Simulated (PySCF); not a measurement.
Spinor energies of Tl⁺ (thallium, charge +1)

Start: [Xe] 4f14 5d9 6s2 6p1; 5d3/2 filled at m_j = -3/2, -1/2, +1/2, +3/2; 5d5/2 filled at m_j = -3/2, -1/2, +1/2, +3/2, +5/2; 6p3/2 filled at m_j = +3/2. Calculated with PySCF 2.14 in x2c-SVPall-2c with one added diffuse shell each of s, p type (8s12p7d2f, 93 functions): generalised Hartree-Fock with the X2C-1e Hamiltonian and a Gaussian nucleus; one run each with spin-orbit coupling (SO) switched off, then screened by Boettger's factors. This is a chosen level, not necessarily the ground level.

```tsv
spinor shell	electrons	ε, spin-free (eV)	ε, screened SO (eV)	weight of nominal j (screened SO)	rms radius, screened SO (bohr)
1s1/2	2	-86029.1	-85993.1	1.000	0.0184
2s1/2	2	-15490.0	-15478.7	1.000	0.0743
2p1/2	2	-13343.1	-14835.9	1.000	0.0628
2p3/2	4	-13343.1	-12764.2	1.000	0.0710
3s1/2	2	-3783.5	-3779.8	1.000	0.189
3p1/2	2	-3156.0	-3490.8	1.000	0.181
3p3/2	4	-3156.0	-3023.3	1.000	0.197
3d3/2	4	-2493.4	-2550.9	1.000	0.174
3d5/2	6	-2493.4	-2452.0	1.000	0.178
4s1/2	2	-896.11	-895.10	1.000	0.416
4p1/2	2	-686.67	-769.17	1.000	0.420
4p3/2	4	-686.67	-653.93	1.000	0.454
4d3/2	4	-435.21	-447.71	1.000	0.468
4d5/2	6	-435.21	-426.11	1.000	0.474
5s1/2	2	-167.40	-167.43	1.000	0.938
4f5/2	6	-155.48	-157.70	0.999	0.512
4f7/2	8	-155.48	-153.18	0.999	0.513
5p1/2	2	-107.00	-122.99	0.999	1.01
5d3/2	4	-35.794	-37.355	0.968	1.43
5d5/2	5	-35.794	-34.968	0.975	1.45
6s1/2	2	-21.847	-21.985	0.999	2.51
6p3/2	1	-13.410	-12.905	1.000	3.44
```

Question: Where does 5p3/2 lie, and what is the 5p spin-orbit splitting (screened SO)?

Answer: At -100.96 eV, 22.025 eV above 5p1/2.

| quantity | spin-free | screened SO |
| --- | --- | --- |
| E (hartree) | -20228.37896 | -20263.08093 |
| M_J | 4 | 4 |
| ⟨J²⟩ | 20.011 | 20.010 |
| ⟨L²⟩ | 12.008 | 12.183 |
| ⟨S²⟩ | 2.002 | 2.179 |

Each row is a mean over spinors that exchange with the open shell spreads, by up to 5.522 eV (5p3/2).

Breit and QED terms are absent; they matter most for the inner s and p1/2 levels.

Densities and radii are taken from the X2C orbitals without a picture-change correction, which distorts them close to the nucleus.

Without spin-orbit coupling the j labels of p, d and f shells carry no meaning; the spin-free column gives the mean over the occupied spinors of each nl shell.
